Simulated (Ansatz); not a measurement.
These are Ansatz (a first-principles code) with PBE0-D3(BJ)/def2-TZVP values and carry that method's errors. No frequencies were computed at this level.

Ansatz 0.2 input:
```yaml
crystal:
  periodic: [false, false, false]
  atoms:
    - { symbol: Si, position_ang: [1.593078, 0.054574, -0.308777] }
    - { symbol: C, position_ang: [0.137567, 0.058545, 0.678821] }
    - { symbol: Si, position_ang: [-1.58578, -0.052938, 0.344897] }
    - { symbol: H, position_ang: [2.893753, 0.059106, 0.376132] }
    - { symbol: H, position_ang: [1.958923, 0.083739, -1.74252] }
    - { symbol: H, position_ang: [-2.476386, -0.298231, -0.811379] }
    - { symbol: H, position_ang: [-2.519632, 0.095842, 1.470341] }
basis:
  gaussian: { orbitals: def2-tzvp }
hamiltonian:
  xc: pbe0
  dispersion: d3bj
relax:
  max_steps: 150
```

Output:

```
Functional definition: PBE0
892 factors; their error is unknown
mean field evaluation 1: about -16835.2576 eV, gradient 6.4e1 eV
mean field evaluation 2: about -16786.9879 eV, gradient 1.1e2 eV
mean field evaluation 4: about -16845.6383 eV, gradient 6.5e0 eV
mean field evaluation 8: about -16845.8198 eV, gradient 1.5e-1 eV
mean field evaluation 16: about -16845.8198 eV, gradient 5.6e-5 eV
mean field -16845.81981136 eV, -619.0724595608 hartree, gradient 8.8e-6 eV, S^2 0.000000; 0 other end points of the search recorded, 0 dependent functions left out
reference -16845.81984252 eV, -619.0724607057 hartree; 19, 19 occupied and 110, 110 virtual orbitals, 892 factors
relax step   1: F+E_penalty+E_count = -16845.95982915 eV  Δ(F+E_penalty+E_count) = +0.000e0 eV  max|allowed force component| = 1.885e0 eV/Å  Δτ_max = 0.0000 Å  (29 SCF iters, accepted)
these checks for a lower state are left out or cut short: starts, cluster_reference, orbital_swaps, neighbouring_geometries, increment
892 factors; their error is unknown
mean field -16846.05537932 eV, -619.0811165237 hartree, gradient 7.8e-6 eV, S^2 0.000000; 0 other end points of the search recorded, 0 dependent functions left out
reference -16846.05541112 eV, -619.0811176921 hartree; 19, 19 occupied and 110, 110 virtual orbitals, 892 factors
relax step   2: F+E_penalty+E_count = -16846.19771905 eV  Δ(F+E_penalty+E_count) = -2.379e-1 eV  max|allowed force component| = 8.257e-1 eV/Å  Δτ_max = 0.1948 Å  (32 SCF iters, accepted)
these checks for a lower state are left out or cut short: starts, cluster_reference, orbital_swaps, neighbouring_geometries, increment
892 factors; their error is unknown
mean field evaluation 32: about -16846.2061 eV, gradient 1.9e-5 eV
mean field -16846.20605761 eV, -619.0866538485 hartree, gradient 1.9e-5 eV, S^2 0.000000; 0 other end points of the search recorded, 0 dependent functions left out
reference -16846.20609001 eV, -619.0866550391 hartree; 19, 19 occupied and 110, 110 virtual orbitals, 892 factors
relax step   3: F+E_penalty+E_count = -16846.34964195 eV  Δ(F+E_penalty+E_count) = -1.519e-1 eV  max|allowed force component| = 5.801e-1 eV/Å  Δτ_max = 0.1954 Å  (30 SCF iters, accepted)
these checks for a lower state are left out or cut short: starts, cluster_reference, orbital_swaps, neighbouring_geometries, increment
892 factors; their error is unknown
mean field -16846.31755891 eV, -619.0907514459 hartree, gradient 6.9e-6 eV, S^2 0.000000; 0 other end points of the search recorded, 0 dependent functions left out
reference -16846.31759122 eV, -619.0907526332 hartree; 19, 19 occupied and 110, 110 virtual orbitals, 892 factors
relax step   4: F+E_penalty+E_count = -16846.46140802 eV  Δ(F+E_penalty+E_count) = -1.118e-1 eV  max|allowed force component| = 8.399e-1 eV/Å  Δτ_max = 0.1916 Å  (30 SCF iters, accepted)
these checks for a lower state are left out or cut short: starts, cluster_reference, orbital_swaps, neighbouring_geometries, increment
892 factors; their error is unknown
mean field -16846.48441310 eV, -619.0968832242 hartree, gradient 6.9e-6 eV, S^2 0.000000; 0 other end points of the search recorded, 0 dependent functions left out
reference -16846.48444499 eV, -619.0968843960 hartree; 19, 19 occupied and 110, 110 virtual orbitals, 892 factors
relax step   5: F+E_penalty+E_count = -16846.62800032 eV  Δ(F+E_penalty+E_count) = -1.666e-1 eV  max|allowed force component| = 5.792e-1 eV/Å  Δτ_max = 0.1996 Å  (29 SCF iters, accepted)
these checks for a lower state are left out or cut short: starts, cluster_reference, orbital_swaps, neighbouring_geometries, increment
892 factors; their error is unknown
mean field -16846.60315298 eV, -619.1012468344 hartree, gradient 1.0e-5 eV, S^2 0.000000; 0 other end points of the search recorded, 0 dependent functions left out
reference -16846.60318514 eV, -619.1012480161 hartree; 19, 19 occupied and 110, 110 virtual orbitals, 892 factors
relax step   6: F+E_penalty+E_count = -16846.74591239 eV  Δ(F+E_penalty+E_count) = -1.179e-1 eV  max|allowed force component| = 5.135e-1 eV/Å  Δτ_max = 0.1994 Å  (30 SCF iters, accepted)
these checks for a lower state are left out or cut short: starts, cluster_reference, orbital_swaps, neighbouring_geometries, increment
892 factors; their error is unknown
mean field -16846.66664095 eV, -619.1035799741 hartree, gradient 1.7e-5 eV, S^2 0.000000; 0 other end points of the search recorded, 0 dependent functions left out
reference -16846.66667386 eV, -619.1035811835 hartree; 19, 19 occupied and 110, 110 virtual orbitals, 892 factors
relax step   7: F+E_penalty+E_count = -16846.80767268 eV  Δ(F+E_penalty+E_count) = -6.176e-2 eV  max|allowed force component| = 3.274e-1 eV/Å  Δτ_max = 0.1959 Å  (33 SCF iters, accepted)
these checks for a lower state are left out or cut short: starts, cluster_reference, orbital_swaps, neighbouring_geometries, increment
892 factors; their error is unknown
mean field evaluation 64: about -16846.6607 eV, gradient 2.0e-3 eV
mean field -16846.72950807 eV, -619.1058902983 hartree, gradient 1.1e-5 eV, S^2 0.000000; 0 other end points of the search recorded, 0 dependent functions left out
reference -16846.72954096 eV, -619.1058915067 hartree; 19, 19 occupied and 110, 110 virtual orbitals, 892 factors
relax step   8: F+E_penalty+E_count = -16846.86945473 eV  Δ(F+E_penalty+E_count) = -6.178e-2 eV  max|allowed force component| = 1.185e-1 eV/Å  Δτ_max = 0.2000 Å  (33 SCF iters, accepted)
these checks for a lower state are left out or cut short: starts, cluster_reference, orbital_swaps, neighbouring_geometries, increment
892 factors; their error is unknown
mean field -16846.74835564 eV, -619.1065829337 hartree, gradient 1.6e-5 eV, S^2 0.000000; 0 other end points of the search recorded, 0 dependent functions left out
reference -16846.74838863 eV, -619.1065841461 hartree; 19, 19 occupied and 110, 110 virtual orbitals, 892 factors
relax step   9: F+E_penalty+E_count = -16846.88783832 eV  Δ(F+E_penalty+E_count) = -1.838e-2 eV  max|allowed force component| = 4.032e-2 eV/Å  Δτ_max = 0.1780 Å  (32 SCF iters, accepted)
these checks for a lower state are left out or cut short: starts, cluster_reference, orbital_swaps, neighbouring_geometries, increment
892 factors; their error is unknown
mean field -16846.75400187 eV, -619.1067904286 hartree, gradient 9.4e-6 eV, S^2 0.000000; 0 other end points of the search recorded, 0 dependent functions left out
reference -16846.75403488 eV, -619.1067916419 hartree; 19, 19 occupied and 110, 110 virtual orbitals, 892 factors
relax step  10: F+E_penalty+E_count = -16846.89348661 eV  Δ(F+E_penalty+E_count) = -5.648e-3 eV  max|allowed force component| = 7.328e-3 eV/Å  Δτ_max = 0.0676 Å  (28 SCF iters, accepted)
these checks for a lower state are left out or cut short: starts, cluster_reference, orbital_swaps, neighbouring_geometries, increment
892 factors; their error is unknown
mean field -16846.75418031 eV, -619.1067969861 hartree, gradient 9.2e-6 eV, S^2 0.000000; 0 other end points of the search recorded, 0 dependent functions left out
reference -16846.75421332 eV, -619.1067981993 hartree; 19, 19 occupied and 110, 110 virtual orbitals, 892 factors
relax step  11: F+E_penalty+E_count = -16846.89362275 eV  Δ(F+E_penalty+E_count) = -1.361e-4 eV  max|allowed force component| = 1.235e-2 eV/Å  Δτ_max = 0.0169 Å  (29 SCF iters, accepted)
these checks for a lower state are left out or cut short: starts, cluster_reference, orbital_swaps, neighbouring_geometries, increment
892 factors; their error is unknown
mean field -16846.75418041 eV, -619.1067969900 hartree, gradient 8.8e-5 eV, S^2 0.000000; 0 other end points of the search recorded, 0 dependent functions left out
reference -16846.75421343 eV, -619.1067982034 hartree; 19, 19 occupied and 110, 110 virtual orbitals, 892 factors
relax step  12: F+E_penalty+E_count = -16846.89364977 eV  Δ(F+E_penalty+E_count) = -2.702e-5 eV  max|allowed force component| = 5.158e-4 eV/Å  Δτ_max = 0.0015 Å  (20 SCF iters, accepted)
892 factors; their error is unknown
mean field evaluation 96: about -16846.6839 eV, gradient 1.4e-1 eV
mean field -16846.75418041 eV, -619.1067969900 hartree, gradient 8.8e-5 eV, S^2 0.000000; 1 other end points of the search recorded, 0 dependent functions left out
reference -16846.75421343 eV, -619.1067982034 hartree; 19, 19 occupied and 110, 110 virtual orbitals, 892 factors
Total energy: -16846.89368279 eV, -619.1119236077 hartree
Atom 0 at     1.629835     0.164781    -0.343120 Å, force     0.000516     0.000250    -0.000080 eV/Å
Atom 1 at     0.000201     0.000091     0.001003 Å, force    -0.000036    -0.000068     0.000060 eV/Å
Atom 2 at    -1.629414    -0.164613     0.345215 Å, force    -0.000395    -0.000139     0.000216 eV/Å
Atom 3 at     2.700563    -0.547355     0.392119 Å, force    -0.000315    -0.000074     0.000055 eV/Å
Atom 4 at     2.158427     1.038646    -1.416019 Å, force    -0.000233    -0.000082    -0.000029 eV/Å
Atom 5 at    -2.503160    -1.181518    -0.284575 Å, force     0.000221     0.000070    -0.000135 eV/Å
Atom 6 at    -2.354929     0.690604     1.312892 Å, force     0.000243     0.000044    -0.000088 eV/Å
Dipole moment:    -0.000001    -0.000011     0.000016 e Å
```

Cost: roughly 25 core-seconds.
